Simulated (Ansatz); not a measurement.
H8OSi4 (`O[Si]1([SiH3])[SiH2][SiH2]1`). The species carries charge 0 and has multiplicity 1. Geometry: relaxed with PBE0-D4/def2-TZVP. It is one conformer, not always the lowest.

```xyz
13

O    -0.493    0.375    2.384
Si   -0.175    0.133    0.781
Si   -1.686    1.258   -0.580
Si    1.847    0.088   -0.356
Si    0.440   -1.797   -0.350
H     0.082   -0.060    3.015
H    -1.283    0.959   -1.981
H    -1.634    2.729   -0.366
H    -3.080    0.787   -0.366
H     3.087   -0.259    0.389
H     2.131    1.007   -1.489
H    -0.363   -2.336   -1.478
H     1.128   -2.883    0.399
```

What is the dipole moment at B3LYP/def2-TZVPP? (An estimate is asked.)

Computed: 1.10 D, with components (0.64, -0.49, 0.76) D in this frame, pointing from negative to positive charge.

And with PBE, r2SCAN, ωB97M-V? (An estimate is asked.)

The calculation gave: PBE 1.09 D, r2SCAN 1.11 D, ωB97M-V 1.10 D.

Give the Mulliken charges with B3LYP, r2SCAN, ωB97M-V in def2-TZVPP. (An estimate is asked.)

The calculation gave: 
| atom | B3LYP | r2SCAN | ωB97M-V |
| --- | --- | --- | --- |
| O1 | -0.38 | -0.41 | -0.36 |
| Si2 | 0.34 | 0.35 | 0.27 |
| Si3 | 0.14 | 0.17 | 0.05 |
| Si4 | 0.04 | 0.05 | -0.03 |
| Si5 | 0.04 | 0.05 | -0.03 |
| H6 | 0.19 | 0.20 | 0.18 |
| H7 | -0.05 | -0.05 | -0.01 |
| H8 | -0.05 | -0.06 | -0.01 |
| H9 | -0.05 | -0.06 | -0.01 |
| H10 | -0.05 | -0.06 | -0.01 |
| H11 | -0.05 | -0.06 | -0.01 |
| H12 | -0.05 | -0.06 | -0.01 |
| H13 | -0.05 | -0.06 | -0.01 |

B3LYP here is the variant with VWN-RPA as its local correlation; programs differ in this.
